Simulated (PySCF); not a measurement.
SMILES N#C/C=C\[SiH3], PBE0/def2-SVP optimised geometry.

```
10

N      2.44     1.23     0.00
C      1.75     0.29     0.00
C      0.94    -0.88     0.00
C     -0.41    -0.88     0.00
Si    -1.56     0.61     0.00
H      1.50    -1.82     0.00
H     -0.88    -1.87     0.00
H     -0.77     1.87     0.01
H     -2.42     0.54    -1.22
H     -2.44     0.53     1.20
```

Density from PBE0/def2-TZVP in PySCF at that geometry.

Minimum of the electron density along straight lines between bonded atoms, close to the bond critical point (lines longer than 1.1 times the sum of covalent radii, or with two minima, are not listed):

| bond | length / Å | ρ at the minimum / e bohr⁻³ | ∇²ρ there / e bohr⁻⁵ | position (fraction from the first atom) |
|---|---|---|---|---|
| N1–C2 | 1.160 | 0.486 | -0.17 | 0.66 |
| C2–C3 | 1.431 | 0.285 | … | 0.54 |
| C3–C4 | 1.346 | … | -1.01 | 0.51 |
| C4–Si5 | 1.882 | 0.117 | 0.22 | 0.61 |
| C3–H6 | 1.097 | 0.279 | -0.98 | 0.65 |
| C4–H7 | 1.098 | 0.276 | -0.95 | 0.65 |
| Si5–H8 | 1.488 | 0.121 | … | 0.49 |
| Si5–H9 | 1.494 | 0.119 | 0.15 | 0.49 |
| Si5–H10 | 1.494 | 0.119 | 0.15 | 0.49 |

### Question
Some entries are withheld; supply them.

### Answer

- C2–C3, ∇²ρ there / e bohr⁻⁵: -0.83
- C3–C4, ρ at the minimum / e bohr⁻³: 0.340
- Si5–H8, ∇²ρ there / e bohr⁻⁵: 0.16
